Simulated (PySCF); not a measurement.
PySCF input for H7Si3, SMILES [SiH2][SiH2][SiH3] (connectivity only; charge and spin as stated), charge +1, multiplicity 1, B3LYP-D3(BJ)/def2-SVP. The structure is a stationary point at B3LYP-D3(BJ)/def2-SVP. The multiplicity is an assumed one; other spin states were not compared. The isomer is the one that the SMILES or the coordinates give; other isomers of the formula were not compared.

```python
import numpy as np
from pyscf import gto, scf, dft, df
from pyscf.hessian import thermo

mol = gto.M(
    atom='''
    Si    0.47207899    1.83548849    0.00000000
    Si   -1.02282753    0.06480861   -0.00000000
    Si    0.49545113   -1.81048300   -0.00000000
    H     1.09674118    2.37927132    1.23354217
    H     1.09674118    2.37927133   -1.23354217
    H    -1.80530890    0.18493541   -1.25661688
    H    -1.80530890    0.18493541    1.25661689
    H    -0.43581703   -2.96800349    0.00000000
    H     1.31355809   -1.70890369   -1.23376786
    H     1.31355810   -1.70890370    1.23376786
    ''',
    basis='def2-SVP',
    charge=1,
    spin=0,
    max_memory=1600,
    verbose=3,
)
mf = dft.RKS(mol, xc='b3lyp').density_fit(auxbasis='def2-universal-jkfit')
mf.disp = 'd3bj'
mf.grids.level = 3
mf.conv_tol = 1e-11
mf.max_cycle = 100
mf.kernel()

# [left out here: the lines that compute and print the analytic Hessian (its translational invariance restored by hand, since the grid's response is missing), thermochemistry and intensities]
```

Log of the run:

```
converged SCF energy = -872.158289460131

WARN: DFTD3 does not support analytical Hessian, using finite difference


WARN: Mole.unit (angstrom) is changed to Bohr

Mode                                 0                   1                   2
Irrep
Freq [cm^-1]                       51.8766             68.6600            150.0842
Reduced mass [au]                   1.0633              4.9586              1.0566
Force const [Dyne/A]                0.0017              0.0138              0.0140
Char temp [K]                      74.6388             98.7864            215.9377
Normal mode                   x     y     z       x     y     z       x     y     z
       0  Si                 0.00 -0.00 -0.03   -0.03  0.10 -0.00    0.00  0.00  0.00
       1  Si                -0.00  0.00  0.03    0.08 -0.01  0.00   -0.00 -0.00 -0.04
       2  Si                 0.00  0.00 -0.00   -0.04 -0.10 -0.00    0.00  0.00  0.02
       3   H                 0.07  0.00 -0.06   -0.11  0.20 -0.00    0.43 -0.51  0.01
       4   H                -0.07 -0.00 -0.06   -0.11  0.20  0.00   -0.43  0.51  0.01
       5   H                -0.02  0.00  0.04    0.07  0.03  0.01   -0.13  0.04  0.05
       6   H                 0.02 -0.00  0.04    0.07  0.03 -0.01    0.13 -0.04  0.05
       7   H                 0.00  0.00 -0.58   -0.11 -0.04 -0.00    0.00 -0.00  0.06
       8   H                 0.37  0.28  0.27   -0.04 -0.15 -0.00    0.04 -0.08  0.04
       9   H                -0.37 -0.28  0.27   -0.04 -0.15  0.00   -0.04  0.08  0.04
Mode                                 3                   4                   5
Irrep
Freq [cm^-1]                      340.6388            343.6112            370.8316
Reduced mass [au]                   1.0261              2.4410              3.6137
Force const [Dyne/A]                0.0702              0.1698              0.2928
Char temp [K]                     490.1034            494.3800            533.5441
Normal mode                   x     y     z       x     y     z       x     y     z
       0  Si                -0.00 -0.00 -0.02   -0.05 -0.03  0.00   -0.04 -0.05 -0.00
       1  Si                 0.00  0.00 -0.02   -0.00  0.11  0.00    0.10 -0.03 -0.00
       2  Si                 0.00 -0.00 -0.00    0.06 -0.05  0.00   -0.05  0.09  0.00
       3   H                -0.37 -0.13  0.23    0.05 -0.18  0.01   -0.06 -0.05  0.01
       4   H                 0.37  0.13  0.23    0.05 -0.18 -0.01   -0.06 -0.05 -0.01
       5   H                -0.44 -0.07  0.25   -0.01 -0.15 -0.02    0.10 -0.17 -0.01
       6   H                 0.44  0.07  0.25   -0.01 -0.15  0.02    0.10 -0.17  0.01
       7   H                -0.00  0.00  0.03   -0.29  0.23 -0.00   -0.27  0.26 -0.00
       8   H                 0.11 -0.10  0.06    0.04 -0.25 -0.02   -0.05 -0.07 -0.01
       9   H                -0.11  0.10  0.06    0.04 -0.25  0.02   -0.05 -0.07  0.01
Mode                                 6                   7                   8
Irrep
Freq [cm^-1]                      385.2052            454.8166            577.5112
Reduced mass [au]                   1.0509              2.0213              1.2357
Force const [Dyne/A]                0.0919              0.2464              0.2428
Char temp [K]                     554.2245            654.3798            830.9100
Normal mode                   x     y     z       x     y     z       x     y     z
       0  Si                 0.00  0.00 -0.03    0.05  0.08  0.00    0.00 -0.00  0.04
       1  Si                -0.00 -0.00  0.02   -0.06 -0.07  0.00   -0.00  0.00 -0.06
       2  Si                -0.00  0.00  0.02    0.01  0.02 -0.00    0.00  0.00  0.04
       3   H                -0.15 -0.30  0.18    0.21 -0.08 -0.01    0.15  0.21 -0.14
       4   H                 0.15  0.30  0.18    0.21 -0.08  0.01   -0.15 -0.21 -0.14
       5   H                 0.16 -0.37 -0.11   -0.08 -0.29 -0.00   -0.32 -0.07  0.14
       6   H                -0.16  0.37 -0.11   -0.08 -0.29  0.00    0.32  0.07  0.14
       7   H                 0.00 -0.00 -0.15   -0.27  0.23 -0.00   -0.00  0.00 -0.18
       8   H                -0.23  0.29 -0.12    0.00 -0.19 -0.02   -0.26  0.31 -0.11
       9   H                 0.23 -0.29 -0.12    0.00 -0.19  0.02    0.26 -0.31 -0.11
Mode                                 9                  10                  11
Irrep
Freq [cm^-1]                      610.8647            654.6699            664.4451
Reduced mass [au]                   1.1919              1.1609              1.0681
Force const [Dyne/A]                0.2621              0.2932              0.2778
Char temp [K]                     878.8983            941.9243            955.9886
Normal mode                   x     y     z       x     y     z       x     y     z
       0  Si                 0.03 -0.03 -0.00    0.05 -0.02  0.00   -0.00  0.00  0.03
       1  Si                -0.04 -0.02  0.00   -0.02  0.04  0.00    0.00 -0.00 -0.00
       2  Si                 0.04  0.02 -0.00   -0.01 -0.00 -0.00    0.00 -0.00 -0.03
       3   H                -0.23  0.32 -0.02   -0.32  0.29  0.04    0.15  0.13 -0.10
       4   H                -0.23  0.32  0.02   -0.32  0.29 -0.04   -0.15 -0.13 -0.10
       5   H                 0.03  0.33 -0.01    0.01 -0.47 -0.06   -0.05 -0.58 -0.02
       6   H                 0.03  0.33  0.01    0.01 -0.47  0.06    0.05  0.58 -0.02
       7   H                -0.31  0.29  0.00    0.12 -0.11  0.00   -0.00  0.00  0.09
       8   H                 0.02 -0.25 -0.03    0.04 -0.00  0.03    0.17 -0.19  0.07
       9   H                 0.02 -0.25  0.03    0.04 -0.00 -0.03   -0.17  0.19  0.07
Mode                                12                  13                  14
Irrep
Freq [cm^-1]                      831.8647            882.8261            912.7425
Reduced mass [au]                   1.0839              1.0470              1.0357
Force const [Dyne/A]                0.4419              0.4808              0.5084
Char temp [K]                    1196.8680           1270.1902           1313.2333
Normal mode                   x     y     z       x     y     z       x     y     z
       0  Si                -0.01  0.00  0.00    0.01 -0.01 -0.00   -0.00 -0.00 -0.00
       1  Si                -0.00  0.00  0.00    0.03  0.00  0.00   -0.00 -0.00 -0.00
       2  Si                -0.03  0.04 -0.00   -0.01  0.01 -0.00   -0.00 -0.00 -0.03
       3   H                 0.02 -0.08  0.02   -0.10 -0.01  0.05    0.01 -0.00 -0.00
       4   H                 0.02 -0.08 -0.02   -0.10 -0.01 -0.05   -0.01  0.00 -0.00
       5   H                 0.08  0.05 -0.05   -0.56  0.02  0.36   -0.01  0.01  0.00
       6   H                 0.08  0.05  0.05   -0.56  0.02 -0.36    0.01 -0.01  0.00
       7   H                 0.40 -0.32 -0.00   -0.00  0.01  0.00   -0.00  0.00  0.73
       8   H                 0.22 -0.50  0.11    0.12 -0.05  0.07    0.16  0.42  0.12
       9   H                 0.22 -0.50 -0.11    0.12 -0.05 -0.07   -0.16 -0.42  0.12
Mode                                15                  16                  17
Irrep
Freq [cm^-1]                      930.5017            952.6268           2237.0857
Reduced mass [au]                   1.0393              1.0746              1.0248
Force const [Dyne/A]                0.5302              0.5746              3.0216
Char temp [K]                    1338.7848           1370.6179           3218.6683
Normal mode                   x     y     z       x     y     z       x     y     z
       0  Si                -0.00 -0.00  0.00   -0.03 -0.03  0.00    0.00  0.00 -0.00
       1  Si                -0.01 -0.00  0.00    0.01  0.01  0.00   -0.02  0.00  0.00
       2  Si                -0.03 -0.02  0.00   -0.00  0.00 -0.00    0.00  0.01 -0.00
       3   H                 0.05  0.03 -0.04    0.39  0.38 -0.39   -0.02 -0.01 -0.03
       4   H                 0.05  0.03  0.04    0.39  0.38  0.39   -0.02 -0.01  0.03
       5   H                 0.09  0.01 -0.05   -0.08 -0.08  0.05    0.32 -0.04  0.53
       6   H                 0.09  0.01  0.05   -0.08 -0.08 -0.05    0.32 -0.04 -0.53
       7   H                -0.22  0.15 -0.00    0.07 -0.05 -0.00   -0.23 -0.28 -0.00
       8   H                 0.51  0.19  0.37   -0.02 -0.05 -0.01    0.10  0.02 -0.15
       9   H                 0.51  0.19 -0.37   -0.02 -0.05  0.01    0.10  0.02  0.15
Mode                                18                  19                  20
Irrep
Freq [cm^-1]                     2240.2170           2250.5114           2265.2057
Reduced mass [au]                   1.0179              1.0303              1.0555
Force const [Dyne/A]                3.0099              3.0745              3.1911
Char temp [K]                    3223.1734           3237.9848           3259.1267
Normal mode                   x     y     z       x     y     z       x     y     z
       0  Si                -0.00 -0.00 -0.00   -0.02 -0.02 -0.00   -0.00 -0.00  0.01
       1  Si                -0.01  0.00  0.00   -0.00  0.00  0.00   -0.00  0.00 -0.04
       2  Si                 0.00 -0.01 -0.00    0.00  0.00 -0.00    0.00  0.00  0.01
       3   H                 0.00  0.01  0.01    0.29  0.25  0.58   -0.05 -0.04 -0.10
       4   H                 0.00  0.01 -0.01    0.29  0.25 -0.58    0.05  0.04 -0.10
       5   H                 0.16 -0.02  0.26    0.01 -0.00  0.02    0.35 -0.05  0.55
       6   H                 0.16 -0.02 -0.26    0.01 -0.00 -0.02   -0.35  0.05  0.55
       7   H                 0.41  0.50 -0.00   -0.03 -0.04 -0.00   -0.00 -0.00  0.01
       8   H                -0.23 -0.04  0.36    0.00  0.00  0.00    0.11  0.01 -0.16
       9   H                -0.23 -0.04 -0.36    0.00  0.00 -0.00   -0.11 -0.01 -0.16
Mode                                21                  22                  23
Irrep
Freq [cm^-1]                     2269.9676           2276.0332           2287.2483
Reduced mass [au]                   1.0522              1.0543              1.0557
Force const [Dyne/A]                3.1945              3.2180              3.2541
Char temp [K]                    3265.9779           3274.7051           3290.8411
Normal mode                   x     y     z       x     y     z       x     y     z
       0  Si                -0.00 -0.00 -0.00   -0.00 -0.00 -0.01   -0.00 -0.00  0.04
       1  Si                -0.00  0.00  0.00    0.00 -0.00  0.01    0.00 -0.00  0.01
       2  Si                -0.03 -0.02  0.00    0.00  0.00  0.04   -0.00 -0.00  0.00
       3   H                 0.01  0.01  0.02    0.05  0.04  0.10   -0.28 -0.25 -0.55
       4   H                 0.01  0.01 -0.02   -0.05 -0.04  0.10    0.28  0.25 -0.55
       5   H                 0.02 -0.00  0.04   -0.09  0.02 -0.15   -0.08  0.01 -0.12
       6   H                 0.02 -0.00 -0.04    0.09 -0.02 -0.15    0.08 -0.01 -0.12
       7   H                 0.39  0.50  0.00   -0.00 -0.00  0.01    0.00  0.00  0.00
       8   H                 0.28  0.03 -0.44    0.37  0.05 -0.54    0.04  0.01 -0.07
       9   H                 0.28  0.03  0.44   -0.37 -0.05 -0.54   -0.04 -0.01 -0.07
temperature 298.1500 [K]
pressure 101325.00 [Pa]
Rotational constants [GHz] 7.83509 2.27282 1.88420
Symmetry number 1
Zero-point energy (ZPE) 0.05698 [Eh]   149593.294 [J/mol]
                           tot       elec      trans        rot        vib
Entropy [J/mol/K]       357.062      0.000    165.046    111.557     80.458
Cv [J/mol/K]            107.994      0.000     12.472     12.472     83.051
Cp [J/mol/K]            116.309      0.000     20.786     12.472     83.051
Internal energy [J/mol]                      3718.434   3718.434 162176.155
Internal energy [Eh]   -872.09369  -872.15829
Enthalpy [J/mol]                             6197.391   3718.434 162176.155
Enthalpy [Eh]          -872.09274
Gibbs free energy [J/mol]                  -43011.197 -29542.365 138187.572
Gibbs free energy [Eh] -872.13329
static polarisability / bohr^3: [[ 72.092   6.929  -0.   ]
 [  6.937 110.176  -0.   ]
 [  0.      0.     66.258]]
largest difference of analytic and finite-field dipole derivatives / e: 0.0031754928709044616
mode   freq/cm-1   IR/(km/mol)   Raman/(A^4/amu)   depolarisation
   1       51.88         0.043             0.005            0.750
   2       68.66         5.652             4.351            0.688
   3      150.08         0.085            11.183            0.750
   4      340.64        13.740             1.148            0.750
   5      343.61        19.083            50.810            0.246
   6      370.83         1.531            11.547            0.067
   7      385.21         0.707             0.522            0.750
   8      454.82         6.812            35.573            0.186
   9      577.51         5.648             5.639            0.750
  10      610.86        13.529            15.474            0.590
  11      654.67        39.872            14.895            0.502
  12      664.45         0.095            19.053            0.750
  13      831.86       332.518            11.237            0.455
  14      882.83        77.255            24.784            0.691
  15      912.74        27.100            22.429            0.750
  16      930.50        67.772            13.676            0.718
  17      952.63        77.122            10.158            0.638
  18     2237.09         6.612           113.782            0.637
  19     2240.22         3.532           489.404            0.009
  20     2250.51        14.467           255.956            0.119
  21     2265.21         0.116           189.661            0.750
  22     2269.97        18.206           203.203            0.727
  23     2276.03        27.379            39.669            0.750
  24     2287.25        15.628            99.192            0.750
max |gradient| / (hartree/bohr): 1.1575417914736885e-05
APT charges: [ 0.8532  0.2723  0.806  -0.0943 -0.0943 -0.1071 -0.1071 -0.1627 -0.1831
 -0.1831]
```

The calculation finished and met its thresholds.

Cost: roughly 2.2 core-minutes.
